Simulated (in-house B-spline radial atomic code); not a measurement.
## B3LYP (VWN-RPA) excitations of Sn²⁺

Method: B3LYP (VWN-RPA). Computed with a B-spline radial code for spherical atoms: linear response of the closed shell [Kr] 4d10 5s2 with the functional's adiabatic kernel; scalar-relativistic (spin-free one-electron X2C), finite nucleus, no spin-orbit coupling, no double excitations, S, P, D and F terms only; shells from n = 3 respond. Only terms of natural parity with L up to 3 were computed.

Command:
```bash
python run_td.py task.json out
```
Settings (radii: box in bohr, nucleus in fm):
```
Z                        50
electrons                48
configuration            [Kr] 4d10 5s2
hamiltonian              x2c
method                   b3lyp
box_radius               29.48
rms_radius               4.6519
intervals                73
```

Run time, properties included: 4.1 s on 1 thread of Arm Neoverse N1, on a shared host.

The lowest states, in the order of their Tamm-Dancoff energies; the method's threshold (minus the highest occupied level) is 27.026 eV. Labels give the largest channel, * marks a mixed state, and oscillator strengths are full-response dipole values. Semilocal kernels can invert the small singlet-triplet splittings of Rydberg terms. Energies in eV:

```tsv
state	full response	Tamm-Dancoff	oscillator strength
5s → 5p 3P	7.104	7.202	-
5s → 5p 1P	9.913	10.354	1.58
5s → 6s 3S	16.967	16.970	-
5s → 5d 3D	17.058	17.068	-
5s → 6s 1S	17.406	17.432	-
5s → 5d 1D	17.494	17.504	-
5s → 6p 3P	19.332	19.338	-
5s → 6p 1P	19.499	19.541	0.00656
5s → 4f 3F	21.587	21.594	-
5s → 4f 1F	21.624	21.625	-
5s → 7s 3S	21.981	21.982	-
5s → 7s 1S	22.115	22.122	-
5s → 6d 3D	22.228	22.230	-
5s → 6d 1D	?	?	-
5s → 7p 3P	?	?	-
```

**Question.** Where does 5s → 6d 1D lie?

**Answer.** At 22.341 eV in full response, 22.344 eV in Tamm-Dancoff.

**Question.** Where does 5s → 7p 3P lie?

**Answer.** At 22.899 eV in full response, 22.901 eV in Tamm-Dancoff.

**Question.** How large is the singlet-triplet splitting of 5s → 5p (P terms) in Tamm-Dancoff?

**Answer.** 3.15 eV, from the unrounded values.

**Question.** What polarisabilities and dispersion coefficient does the method give?

**Answer.** Dipole 15 bohr³, quadrupole 55.63 bohr⁵, C6 84.54 hartree·bohr⁶ for two such species.
